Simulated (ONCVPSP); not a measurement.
# u(r) = r·R(r): atom against pseudo-atom (Ca)

Columns: radius, all-electron u(r) and pseudo u(r) of the 3p shell (level -26.54 eV) of calcium in the configuration [Ne] 3s2 3p6 3d0.5 4s1.5; PBEsol, scalar-relativistic, ONCV scheme, ONCVPSP 4.0.1.

```csv
r (bohr),all-electron,pseudo
0.110,-0.3494,0.0293
0.220,-0.4636,0.1129
0.330,-0.2597,0.2387
0.440,0.0604,0.3893
0.550,0.3706,0.5450
0.660,0.6185,0.6877
0.770,0.7915,0.8032
0.880,0.8946,0.8831
0.990,0.9403,0.9251
1.100,0.9430,0.9317
1.210,0.9153,0.9093
1.320,0.8677,0.8654
1.430,0.8083,0.8077
1.540,0.7428,0.7428
1.650,0.6754,0.6754
1.760,0.6090,0.6090
1.870,0.5454,0.5454
1.980,0.4858,0.4858
2.090,0.4307,0.4307
2.200,0.3805,0.3805
2.310,0.3351,0.3351
2.420,0.2944,0.2944
2.530,0.2581,0.2581
2.640,0.2259,0.2259
2.750,0.1975,0.1975
2.860,0.1725,0.1725
```

Problem. How many radial nodes do the two functions have?

Solution. The all-electron 3p function has n − l − 1 = 1; the pseudo-wave has 0, since the states of the same l below it are removed with the core.

Problem. At about which radius was the pseudo-wave matched?

Solution. 1.65 bohr, where the columns begin to agree (steps of 0.11 bohr).

Problem. Is the pseudo-wave norm-conserving?

Solution. Yes: the ONCV scheme keeps the norm inside the radius equal to the all-electron one, which fixes the energy derivative of the logarithmic derivative at the level.
